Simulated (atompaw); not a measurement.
## An all-electron radial function and its pseudo partner (lithium)

Columns: radius, all-electron u(r) and pseudo u(r) of the 2p shell (level -1.09 eV) of lithium in the configuration 1s2 2s1 2p0; PBE, scalar-relativistic, PAW (atompaw) scheme, atompaw 4.2.0.5.

```tsv
r (bohr)	all-electron	pseudo
0.115	0.0053	0.0019
0.231	0.0183	0.0078
0.346	0.0356	0.0173
0.462	0.0556	0.0303
0.577	0.0769	0.0463
0.692	0.0989	0.0649
0.808	0.1211	0.0859
0.923	0.1430	0.1083
1.038	0.1645	0.1319
1.154	0.1855	0.1562
1.269	0.2057	0.1804
1.385	0.2252	0.2045
1.500	0.2436	0.2277
1.615	0.2610	0.2498
1.731	0.2777	0.2708
1.846	0.2937	0.2902
1.962	0.3095	0.3082
2.077	0.3245	0.3245
2.192	0.3386	0.3393
2.308	0.3520	0.3529
2.423	0.3642	0.3651
2.538	0.3755	0.3761
2.654	0.3858	0.3861
2.769	0.3950	0.3951
2.885	0.4032	0.4032
3.000	0.4103	0.4103
```

(1) How many radial nodes do the two functions have?

(2) Is the pseudo-wave norm-conserving?

Answers

(1) The all-electron 2p function has n − l − 1 = 0; the pseudo-wave has 0.

(2) No, it belongs to a PAW set: the norm inside the radius is not constrained, and the difference is carried by the augmentation charge.
